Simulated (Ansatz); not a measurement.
`[F][SnH]([Cl])[SeH]` + HCl → `[F][SnH]([Cl])[Cl]` + H₂Se  (ligand exchange at the Sn–Se bond)

Computed with Ansatz on PBE0-D4/def2-TZVP structures; ΔE is electronic, products minus reactants. CCSD(T)/CBS adds triple-zeta CCSD(T) − MP2 to the extrapolated MP2 energy (def2 sets, frozen cores). This one scheme is used for every species. DFT in def2-TZVPP. HSE06 is defined as in plane-wave codes. Elements past krypton have def2 core potentials. For Se, Sn outer-core shells are correlated without core-valence functions, which leaves a few kJ/mol of doubt a bond. Scalar relativity is left out up to krypton. One conformer a species, not always the lowest.

```csv
level,ΔE (kJ/mol)
HSE06-D4,-2.0
HF/def2-QZVPP,-17.3
```

**Question.** What does CCSD(T)/CBS give? (An estimate is asked.)

**Answer.** The calculation gave: -1.8 kJ/mol. The listed levels differ from it by -0.2, -15.5 kJ/mol.

Largest T1 diagnostic among the species: 0.012.

Leaving LDA and LC-ωPBE aside and taking each functional with its dispersion term where it has one, the values, not all of them listed here, spread over 13.6 kJ/mol, from B97M-V to PBE-D4. At CCSD(T), def2-SVP lies −6.1 kJ/mol from the extrapolated value and def2-TZVPP −2.9 kJ/mol.

CCSD(T)/CBS has its own doubt, a few kJ/mol and more with outer-core shells, so smaller differences from it don't rank the levels.
